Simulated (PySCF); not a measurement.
Cost of excited-state runs on hexachloroethane (C(Cl)(Cl)(Cl)C(Cl)(Cl)Cl, C$_{2}$Cl$_{6}$)

Cartesian coordinates in Å; atom numbers follow the order of the lines, from 1:
```xyz
8

Cl   -0.906    1.961   -0.050
C    -0.738    0.216    0.171
Cl   -1.864   -0.628   -0.897
Cl   -1.086   -0.204    1.852
C     0.739   -0.215   -0.180
Cl    0.907   -1.960    0.042
Cl    1.864    0.629    0.889
Cl    1.087    0.206   -1.860
```

PySCF with density fitting, on 1 thread of an Arm Neoverse V1, shared host. Command: `OMP_NUM_THREADS=1 python excited_run.py task.json out`

Question: How long does each of these runs take, and how much memory?
- first hyperpolarisability, CAM-B3LYP/aug-cc-pVDZ; usual settings
- excited states, wB97X-D/def2-TZVP; Tamm-Dancoff; spin-orbit couplings; 6 states; 5 triplets; quadratic response for 4 states
- excited states, CAM-B3LYP/aug-cc-pVDZ; two-photon moments; 8 states; quadratic response for 6 states; 0 triplets

Answer: 
| run | level | basis functions | wall time | peak memory (GiB) |
| --- | --- | --- | --- | --- |
| first hyperpolarisability | CAM-B3LYP/aug-cc-pVDZ | 208 | 51 s | 0.89 |
| excited states | wB97X-D/def2-TZVP | 284 | 85 s | 1.1 |
| excited states | CAM-B3LYP/aug-cc-pVDZ | 208 | 63 s | 0.88 |

Times from a shared host are rough.
